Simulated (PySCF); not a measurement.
What binds GaC: the parts of the energy along the bond

State: ⁴Σ⁻, quartet, unpaired electrons σ ↑, π ↑↑. ROHF-based CCSD(T) in PySCF 2.14 with Ga cc-pwCVDZ-PP with ECP10, C aug-cc-pVDZ and Ga cc-pwCVTZ-PP with ECP10, C aug-cc-pVTZ (frozen core orbitals: 5; scalar-relativistic core potentials). Correlation energies are extrapolated as n⁻³ (n = 2, 3), Hartree–Fock as (n+1)·exp(−9√n). All energies in eV from Ga + C.

| R (Å) | HF/CBS | CCSD corr. | (T) | total |
| --- | --- | --- | --- | --- |
| 1.7695 | -1.853 | -0.715 | -0.1502 | -2.718 |
| 1.8500 | -2.181 | -0.653 | -0.1438 | -2.978 |
| 1.9304 | -2.352 | -0.607 | -0.1391 | -3.099 |
| 2.0108 | -2.413 | -0.573 | -0.1360 | -3.121 |
| 2.0913 | -2.394 | -0.546 | -0.1340 | -3.075 |
| 2.1918 | -2.296 | -0.522 | -0.1329 | -2.951 |
| 2.2923 | -2.146 | -0.504 | -0.1328 | -2.783 |

A fit to the total gives Re = 1.9926 Å, De = 3.123 eV, ωe = 552.2 cm⁻¹, Be = 0.4154 cm⁻¹ (masses 68.9256 and 12.0000 u).

Problem. At R = 2.0108 Å the CCSD correlation energy is -0.369403 hartree in the smaller basis and -0.589213 in the larger. Extrapolate it.

Solution. (3³·E3 − 2³·E2)/(3³ − 2³) = -0.68176 hartree; the larger basis holds 86.4 % of it.

The T1 diagnostic is 0.035, large enough to doubt a single reference. The state was picked by a PBE0 search and need not be the measured ground state. Spin–orbit coupling, excitations beyond (T) and corrections to the Born–Oppenheimer picture are left out.
